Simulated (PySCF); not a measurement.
Compound: C3H8O4Si.
Structure used (PBE0-D3(BJ)/def2-SVP), in Å, numbered top down from 1:
```
atom  x, y, z in Å
C1    -3.300   -0.437   -0.154
O2    -2.007   -0.228   -0.633
Si3   -0.688   -0.088    0.372
O4     0.516    0.108   -0.767
C5     1.872    0.291   -0.664
C6     2.352    0.290    0.764
O7     1.609    0.151    1.703
O8     3.665    0.458    0.877
H9    -3.984   -0.558   -1.008
H10   -3.379   -1.349    0.469
H11   -3.668    0.414    0.451
H12   -0.887    1.109    1.238
H13   -0.575   -1.353    1.153
H14    2.188    1.249   -1.120
H15    2.428   -0.500   -1.204
H16    3.879    0.447    1.824
```

Computed with PySCF at wB97X-D/def2-SVPD, non-relativistic, on one gas-phase PBE0-D3(BJ)/def2-SVP geometry that isn't relaxed in the solvent. The solvent is an IEF-PCM continuum (van der Waals radii × 1.2). The model holds no explicit solvent molecules, cavitation or dispersion.

Gas phase at wB97X-D/def2-SVPD: HOMO -9.61 eV, LUMO 1.42 eV, dipole 2.53 D.

Task: What does the continuum do to the energy, the frontier levels and the dipole at wB97X-D/def2-SVPD in benzene and chloroform?

Result: 
```tsv
solvent	ε	E(solvent) − E(gas) (kcal/mol)	polarisation term (kcal/mol)	distortion of the solute (kcal/mol)	HOMO (eV)	LUMO (eV)	dipole (D)
benzene	2.271	-4.09	-4.36	0.27	-9.71	1.54	2.80
chloroform	4.711	-6.54	-7.23	0.69	-9.78	1.60	2.95
```

The polarisation term is half the interaction of the solute with the surface charges that it induces; the rest is the cost of distorting the solute's density. The sum is the electrostatic part of solvation alone. From benzene to chloroform the lowering changes by a factor 1.60, Onsager's factor (ε − 1)/(2ε + 1) by 1.55 and ε itself by 2.1.

Task: Which radius a makes the point-dipole formula ΔE = −[(ε − 1)/(2ε + 1)]·μ²/a³ give the value in chloroform, with the gas-phase dipole?

Result: μ = 0.995 au and |ΔE| = 0.01042 Eh give a = 1.71 Å; the farthest nucleus lies 4.22 Å from the centroid of the nuclei, so such a sphere wouldn't even hold the nuclei. The formula assumes a rigid point dipole at the centre of a sphere.

Task: Give the dipole vector in the frame of the coordinates (D, pointing from negative to positive charge), gas and chloroform.

Result: Gas (2.33, 0.27, 0.94), solvent (2.72, 0.32, 1.10). Its length changes by +17 % and its direction by less than 1°.

Task: How does the static polarisability (wB97X-D/def2-SVPD, frozen core, with the continuum's full static response) change?

Result: 
| medium | isotropic (au) | principal values (au) | ⟨r²⟩ of the electrons (bohr²) |
| --- | --- | --- | --- |
| gas | 77.0 | 62.4, 71.9, 96.6 | 1591.4 |
| benzene | 85.7 | 70.5, 81.5, 105.0 | 1590.3 |
| chloroform | 91.5 | 76.8, 88.3, 109.5 | 1589.7 |

The isotropic value in chloroform is 1.19 times the gas-phase one; no cavity-field correction is applied. ⟨r²⟩ is taken about the centre of nuclear charge.

Note: wB97X-D ran without an empirical dispersion term, which enters the total energy and its gradient alone.
